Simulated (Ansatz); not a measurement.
`C[Si](C)(C)C#Cc1cnc(-c2cnc(-c3cnc(C#C[Si](C)(C)C)nc3)nc2)nc1` with charge -1. The state is a doublet with charge -1. Geometry r2SCAN-D4/def2-SVP, that of the neutral singlet.

```xyz
54

C     9.6259   -2.7409   -3.6089
Si    9.2055   -0.9116   -3.5466
C    10.3666    0.0044   -2.3898
C     9.2425   -0.1588   -5.2669
C     7.4864   -0.7418   -2.8848
C     6.3447   -0.6286   -2.4437
C     5.0295   -0.4982   -1.9368
C     3.9492   -1.2748   -2.4161
N     2.7182   -1.1541   -1.9419
C     2.5154   -0.2488   -0.9682
C     1.1500   -0.1141   -0.4414
C     0.8264    0.7992    0.5788
N    -0.4055    0.9248    1.0571
C    -1.3542    0.1334    0.5240
C    -2.7202    0.2679    1.0506
C    -3.0431    1.1813    2.0713
N    -4.2740    1.3105    2.5526
C    -5.2182    0.5144    2.0126
C    -6.5496    0.6472    2.5228
C    -7.6905    0.7606    2.9599
Si   -9.4080    0.9309    3.6198
C    -9.3756    0.4612    5.4385
C    -9.9368    2.7203    3.4017
C   -10.5297   -0.2218    2.6510
N    -5.0267   -0.3928    1.0342
C    -3.7895   -0.5080    0.5659
N    -1.1545   -0.7725   -0.4508
C     0.0805   -0.8911   -0.9229
N     3.4654    0.5430   -0.4396
C     4.6957    0.4210   -0.9152
H     8.9281   -3.2872   -4.2636
H     9.5750   -3.1952   -2.6064
H    10.6464   -2.8913   -3.9991
H    11.4078   -0.0688   -2.7460
H    10.1040    1.0727   -2.3268
H    10.3260   -0.4146   -1.3716
H    10.2525   -0.2382   -5.7028
H     8.9664    0.9075   -5.2407
H     8.5398   -0.6735   -5.9416
H     4.1155   -2.0152   -3.2088
H     1.6078    1.4404    1.0031
H    -2.2592    1.8182    2.4977
H    -9.0343   -0.5776    5.5739
H    -8.6945    1.1171    6.0040
H   -10.3820    0.5500    5.8808
H   -10.9583    2.8740    3.7880
H    -9.2603    3.4009    3.9431
H    -9.9274    3.0100    2.3387
H   -11.5695   -0.1524    3.0117
H   -10.5231    0.0299    1.5783
H   -10.2023   -1.2690    2.7522
H    -3.6113   -1.2409   -0.2297
H     0.2556   -1.6242   -1.7190
H     5.4715    1.0650   -0.4822
```

Single mean-field runs in def2-TZVP are fitted with def2-universal-jkfit.

(1) Estimate the α-spin orbital energies around the gap (eV) in Ansatz with PBE-D4/def2-TZVP, B97M-V/def2-TZVP, PBE0-D4/def2-TZVP.

Results:

(1) 
```csv
orbital,PBE-D4/def2-TZVP,B97M-V/def2-TZVP,PBE0-D4/def2-TZVP
HOMO−5,-3.56,-3.71,-4.59
HOMO−4,-2.98,-3.42,-4.43
HOMO−3,-2.91,-3.25,-4.31
HOMO−2,-2.78,-3.00,-3.97
HOMO−1,-2.51,-2.95,-3.75
HOMO,-0.37,-0.28,-0.69
LUMO,0.43,0.60,0.95
LUMO+1,0.47,0.69,1.46
LUMO+2,0.82,1.05,1.79
LUMO+3,1.25,1.52,2.32
LUMO+4,1.59,1.85,2.38
LUMO+5,1.61,1.86,2.51
β HOMO,-2.50,-2.80,-3.51
β LUMO,-0.11,0.13,0.69
```
